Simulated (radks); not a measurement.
Q: Successive ionisation energies (eV) of one element, from differences of total energies of ions in their ground configurations, starting at charge 24: 795.55, 836.00, 876.87, 1050.6, 1092.3, 1133.6, 1185.9, 1228.9. Method: scalar-relativistic Kohn-Sham, LDA (Slater exchange, Perdew-Wang correlation), spin-polarised, spherical densities, finite nucleus; open shells are filled with parallel spins first (spin-orbit coupling, left out, can overturn this in heavy ions); Fermi nuclear charge, rms radius 5.1115 fm; computed with a radial shooting solver on a logarithmic mesh with Libxc functionals. Which element is it?

A: Europium (Z = 63). The first species listed is Eu24+ in [Kr] 4d3, the last Eu31+ in [Ar] 3d10 4s2 4p2.
